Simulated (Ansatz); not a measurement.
C7H8, charge -1, doublet, geometry from GFN2-xTB (a state made from the parent by changing its charge; the spin is typed, not shown lowest) (a gas-phase anion, which may not be bound at this level); CAM-B3LYP/6-311++G** in Ansatz (a program for electronic structure).

The Ansatz input:
Ansatz 0.2 input:
```yaml
crystal:
  periodic: [false, false, false]
  atoms:
    - {symbol: C, position_ang: [1.26125132, -0.45356682, 0.60808429]}
    - {symbol: C, position_ang: [0.87060627, 0.85155366, 0.82652607]}
    - {symbol: C, position_ang: [-0.27399847, 1.11718853, -0.12412588]}
    - {symbol: C, position_ang: [-1.39884063, 0.24600691, 0.38596598]}
    - {symbol: C, position_ang: [-1.00819558, -1.05911358, 0.16752420]}
    - {symbol: C, position_ang: [0.35721431, -0.99165355, -0.47708886]}
    - {symbol: C, position_ang: [0.18400428, 0.27757906, -1.32938740]}
    - {symbol: H, position_ang: [1.79095330, -1.09208161, 1.30761349]}
    - {symbol: H, position_ang: [1.03608247, 1.42989423, 1.72972386]}
    - {symbol: H, position_ang: [-0.51740316, 2.17003440, -0.31741024]}
    - {symbol: H, position_ang: [-2.12638547, 0.58606651, 1.11580460]}
    - {symbol: H, position_ang: [-1.37151464, -1.93590933, 0.69369423]}
    - {symbol: H, position_ang: [0.69945267, -1.89540421, -0.99785443]}
    - {symbol: H, position_ang: [-0.58293875, 0.17758955, -2.10352570]}
    - {symbol: H, position_ang: [1.11950465, 0.63184520, -1.77303610]}
basis:
  gaussian:
    orbitals: 6-311++G__.json
hamiltonian:
  xc: cam_b3lyp
total_charge: -1
magnetization: {spin_polarized: true, initial_magnetization: 1}
```
The basis file holds 6-311++G** in the JSON format of the Basis Set Exchange.

Question: Predict the main parts of the log of this Ansatz run.

Answer: 
```
Functional definition: CAM-B3LYP
1652 factors; their error is unknown
585 factors; integrals over basis functions are off by at most 1.2e-5 eV
mean field evaluation 1: about -7375.8733 eV, gradient 3.9e1 eV
mean field evaluation 2: about -7364.5721 eV, gradient 6.1e1 eV
mean field evaluation 4: about -7383.7002 eV, gradient 2.3e0 eV
mean field evaluation 8: about -7383.7381 eV, gradient 1.4e-1 eV
mean field evaluation 16: about -7383.6999 eV, gradient 5.3e-3 eV
mean field evaluation 32: about -7383.6999 eV, gradient 3.5e-5 eV
mean field -7383.69992175 eV, -271.3459672729 hartree, gradient 1.2e-6 eV, S^2 0.755462; 5 other end points of the search recorded, 0 dependent functions left out
reference -7383.70007710 eV, -271.3459729816 hartree; 26, 25 occupied and 184, 185 virtual orbitals, 1652 factors
Total energy: -7383.70007710 eV, -271.3459729816 hartree
```
